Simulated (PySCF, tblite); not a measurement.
Compound: C3H12OSi2.
Numbering: `[CH3:1][CH:2]([CH3:3])[Si@H:4]([OH:5])[SiH3:6]` (hydrogens: H7, H8, H9 on C1; H10 on C2; H11, H12, H13 on C3; H14 on Si4; H15 on O5; H16, H17, H18 on Si6)

Cartesian coordinates in Å at the GFN2-xTB level; atoms count from 1:
```xyz
18
C3H12OSi2 angstrom
C     -1.7517   -0.4564   -1.2547
C     -0.7198    0.4172   -0.5434
C     -1.2333    0.8022    0.8418
Si     0.9904   -0.4550   -0.4444
O      0.8227   -1.9606    0.1674
Si     2.4755    0.5166    1.0166
H     -1.3954   -0.7607   -2.2374
H     -2.6913    0.0799   -1.3859
H     -1.9600   -1.3529   -0.6714
H     -0.6076    1.3376   -1.1255
H     -1.3366   -0.0815    1.4698
H     -0.5473    1.4907    1.3322
H     -2.2092    1.2833    0.7746
H      1.4264   -0.5835   -1.8507
H      0.1884   -2.5804   -0.1852
H      2.0680    0.4684    2.4247
H      2.6671    1.9387    0.7048
H      3.8049   -0.0972    0.9549
```

The calculation used CAM-B3LYP/def2-SVPD in PySCF (dipole) on a GFN2-xTB geometry, gas phase.

Take the most abundant isotopes and a rigid rotor. The values belong to one conformer with, in the numbering `[CH3:1][CH:2]([CH3:3])[Si@H:4]([OH:5])[SiH3:6]`, C1–C2–Si4–O5 -51°, C2–Si4–O5–H 51°.

Give the principal moments of inertia and the rotational constants in cm⁻¹.

Ia = 157.70, Ib = 359.00, Ic = 437.41 u·Å²; 505379 MHz·u·Å²/I gives 3205, 1408 and 1155 MHz, that is A = 0.10689, B = 0.04696, C = 0.03854 cm⁻¹.

What kind of rotor is it?

An asymmetric top: κ = (2 × 1408 − 3205 − 1155)/(3205 − 1155) = -0.75.

What does the inertial defect say?

Not planar: Δ = Ic − Ia − Ib = -79.29 u·Å². For a rigid frame Δ = −2 Σ m c², so Σ m c² = 39.65 u·Å² lies off the ab plane: 14.01 from hydrogen and 25.63 from heavier atoms. The atom farthest from that plane is 1.69 Å away.

Where do the levels up to J = 3 lie, in K?

Above 0(0,0), as E/k:
J = 1: 1(0,1) 0.123, 1(1,1) 0.209, 1(1,0) 0.221
J = 2: 2(0,2) 0.368, 2(1,2) 0.443, 2(1,1) 0.479, 2(2,1) 0.738, 2(2,0) 0.739
J = 3: 3(0,3) 0.732, 3(1,3) 0.793, 3(1,2) 0.866, 3(2,2) 1.107, 3(2,1) 1.113, 3(3,1) 1.569, 3(3,0) 1.569
The levels of one J sum to (2J + 1)J(J + 1)(A + B + C)/3.

Which lines would a microwave search look for?

The dipole components are |μa| = 1.83 D, |μb| = 0.04 D, |μc| = 0.28 D. The squared components, which scale the intensities, stand as 1.00 : 0.00 : 0.02 (a : b : c). Some lines, for components of 0.1 D or more:

```tsv
type	branch	J(Ka,Kc)	MHz	lower level (cm⁻¹)
a	Q	4(2,2) ← 4(2,3)	357	1.111
c	Q	5(1,5) ← 5(0,5)	670	1.256
c	Q	4(1,4) ← 4(0,4)	958	0.843
c	Q	1(1,1) ← 1(0,1)	1797	0.085
a	Q	5(1,4) ← 5(1,5)	3743	1.278
a	R	3(2,2) ← 2(2,1)	7689	0.513
c	Q	3(3,1) ← 3(2,1)	9508	0.774
a	R	4(3,1) ← 3(3,0)	10307	1.091
c	R	2(2,0) ← 1(1,0)	10794	0.154
a	R	5(4,2) ← 4(4,1)	12871	1.882
c	R	3(2,1) ← 2(1,1)	13202	0.333
c	Q	4(4,1) ← 4(3,1)	13410	1.435
c	R	4(1,3) ← 3(0,3)	13489	0.509
c	R	4(2,2) ← 3(1,2)	15618	0.602
c	R	5(1,4) ← 4(0,4)	16792	0.843
```

Estimate the classical rotational partition function at 50 K, 100 K and 200 K.

Point group C1, symmetry number σ = 1; q = (√π/σ)·√((kT/h)³/(ABC)), k/h = 20836.6 MHz/K: 26100 at 50 K, 73800 at 100 K, 209000 at 200 K.

Its GFN2-xTB frequencies are all real (lowest 36 cm⁻¹). No vibrational averaging or centrifugal distortion is included, and the geometry carries the error of its method. A rigid rotor knows nothing of internal rotation, which can split or shift real lines.
